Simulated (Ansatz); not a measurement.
Pulling on the Si3–H4 bond in CdH4Si (SMILES [SiH3][CdH]) (multiplicity 1 held, fragments rigid). Energies count from the point at 1.487 Å.
Geometry at that point (charge 0, multiplicity 1):
```xyz
6

Cd    -0.5664    -0.3105    -0.0798
H     -2.0453    -1.1213    -0.2881
Si     1.6349     0.8963     0.2303
H      2.2491     0.5938     1.5500
H      1.4709     2.3720     0.1537
H      2.6257     0.5132    -0.8099
```

Restricted levels (R-, RO-) in cc, def2 and unpolarised 6-31G sets keep to the state of the molecule at rest. Unrestricted levels (U-) break spin symmetry where that is lower. Active spaces are followed from a long bond inwards. Curves can end on different states.

Frozen-core correlation.

Programs: Ansatz (Gaussian basis) for Hartree–Fock, density functionals and correlated methods. Values without a source in brackets are computed. In def2 rows elements past Kr take small-core potentials, without spin–orbit coupling.

Energies in kcal/mol.

```json
[
 {"R (Å)": "1.189", "U-HF/def2-SVP": "30.8", "R-MP2/def2-SVP": "30.2", "U-SCS-MP2/def2-SVP": "30.3", "U-CCSD(T)/def2-SVP": "30.4", "FIC-NEVPT4(SD) on CASSCF(2,2)/def2-SVP": "30.6", "FIC-MRCISD+Q on CASSCF(2,2)/def2-SVP": "30.4"},
 {"R (Å)": "1.338", "U-HF/def2-SVP": "6.2", "R-MP2/def2-SVP": "6.0", "U-SCS-MP2/def2-SVP": "6.0", "U-CCSD(T)/def2-SVP": "6.2", "FIC-NEVPT4(SD) on CASSCF(2,2)/def2-SVP": "6.3", "FIC-MRCISD+Q on CASSCF(2,2)/def2-SVP": "6.2"},
 {"R (Å)": "1.487", "U-HF/def2-SVP": "0.0", "R-MP2/def2-SVP": "0.0", "U-SCS-MP2/def2-SVP": "0.0", "U-CCSD(T)/def2-SVP": "0.0", "FIC-NEVPT4(SD) on CASSCF(2,2)/def2-SVP": "0.0", "FIC-MRCISD+Q on CASSCF(2,2)/def2-SVP": "0.0"},
 {"R (Å)": "1.635", "U-HF/def2-SVP": "3.8", "R-MP2/def2-SVP": "3.8", "U-SCS-MP2/def2-SVP": "3.7", "U-CCSD(T)/def2-SVP": "3.5", "FIC-NEVPT4(SD) on CASSCF(2,2)/def2-SVP": "3.3", "FIC-MRCISD+Q on CASSCF(2,2)/def2-SVP": "3.4"},
 {"R (Å)": "1.784", "U-HF/def2-SVP": "12.6", "R-MP2/def2-SVP": "12.7", "U-SCS-MP2/def2-SVP": "12.5", "U-CCSD(T)/def2-SVP": "11.7", "FIC-NEVPT4(SD) on CASSCF(2,2)/def2-SVP": "11.4", "FIC-MRCISD+Q on CASSCF(2,2)/def2-SVP": "11.6"},
 {"R (Å)": "2.007", "U-HF/def2-SVP": "30.0", "R-MP2/def2-SVP": "29.7", "U-SCS-MP2/def2-SVP": "29.2", "U-CCSD(T)/def2-SVP": "27.3", "FIC-NEVPT4(SD) on CASSCF(2,2)/def2-SVP": "26.8", "FIC-MRCISD+Q on CASSCF(2,2)/def2-SVP": "27.2"},
 {"R (Å)": "2.230", "U-HF/def2-SVP": "47.5", "R-MP2/def2-SVP": "47.3", "U-SCS-MP2/def2-SVP": "51.1", "U-CCSD(T)/def2-SVP": "43.0", "FIC-NEVPT4(SD) on CASSCF(2,2)/def2-SVP": "42.1", "FIC-MRCISD+Q on CASSCF(2,2)/def2-SVP": "42.6"},
 {"R (Å)": "2.602", "U-HF/def2-SVP": "62.1", "R-MP2/def2-SVP": "73.2", "U-SCS-MP2/def2-SVP": "74.9", "U-CCSD(T)/def2-SVP": "64.5", "FIC-NEVPT4(SD) on CASSCF(2,2)/def2-SVP": "62.3", "FIC-MRCISD+Q on CASSCF(2,2)/def2-SVP": "62.9"},
 {"R (Å)": "2.974", "U-HF/def2-SVP": "67.1", "R-MP2/def2-SVP": "93.0", "U-SCS-MP2/def2-SVP": "82.5", "U-CCSD(T)/def2-SVP": "78.3", "FIC-NEVPT4(SD) on CASSCF(2,2)/def2-SVP": "74.8", "FIC-MRCISD+Q on CASSCF(2,2)/def2-SVP": "75.5"},
 {"R (Å)": "3.420", "U-HF/def2-SVP": "69.1", "R-MP2/def2-SVP": "109.3", "U-SCS-MP2/def2-SVP": "85.4", "U-CCSD(T)/def2-SVP": "84.8", "FIC-NEVPT4(SD) on CASSCF(2,2)/def2-SVP": "82.0", "FIC-MRCISD+Q on CASSCF(2,2)/def2-SVP": "82.8"},
 {"R (Å)": "4.014", "U-HF/def2-SVP": "69.8", "R-MP2/def2-SVP": "120.1", "U-SCS-MP2/def2-SVP": "86.4", "U-CCSD(T)/def2-SVP": "86.4", "FIC-NEVPT4(SD) on CASSCF(2,2)/def2-SVP": "85.1", "FIC-MRCISD+Q on CASSCF(2,2)/def2-SVP": "86.0"},
 {"R (Å)": "4.758", "U-HF/def2-SVP": "70.0", "R-MP2/def2-SVP": "119.6", "U-SCS-MP2/def2-SVP": "86.6", "U-CCSD(T)/def2-SVP": "86.7", "FIC-NEVPT4(SD) on CASSCF(2,2)/def2-SVP": "85.9", "FIC-MRCISD+Q on CASSCF(2,2)/def2-SVP": "86.8"}
]
```

Doubts at one or more of the structures used: a spin-contaminated determinant (U-HF/def2-SVP, U-SCS-MP2/def2-SVP, U-CCSD(T)/def2-SVP); a restricted determinant that unrestricted orbitals would lower (R-MP2/def2-SVP); T1 above 0.05 (U-CCSD(T)/def2-SVP).

Ansatz is a program for electronic structure.
